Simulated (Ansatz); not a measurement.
Molecule: isocyanic acid, CHNO, charge 0, multiplicity 1. SMILES: N=C=O
Structure (B3LYP-D3(BJ)/def2-TZVP (Ansatz, a first-principles code) minimum search):
```
C
O 1 1.1640
N 1 1.2097 2 172.93
H 3 1.0049 1 125.93 2 -180.00
```

Computed values are from Ansatz. Cores are frozen in the correlated levels unless marked. UHF or UKS for open shells. No spin-orbit coupling. No relativistic terms. CBS(X,Y): correlation extrapolated as X^-3; Hartree-Fock from the larger set.

| Item | Result |
|---|---|
| atomisation energy De | 432.3 kcal/mol at CCSD(T)/CBS(cc-pVTZ,cc-pVQZ) |
| total energy | -168.5121 Eh at CCSD(T)/CBS(cc-pVTZ,cc-pVQZ) |
| dipole moment | 2.10 D at CCSD(T)/aug-cc-pVDZ |
| T1 diagnostic | 0.018 at CCSD/cc-pVQZ |
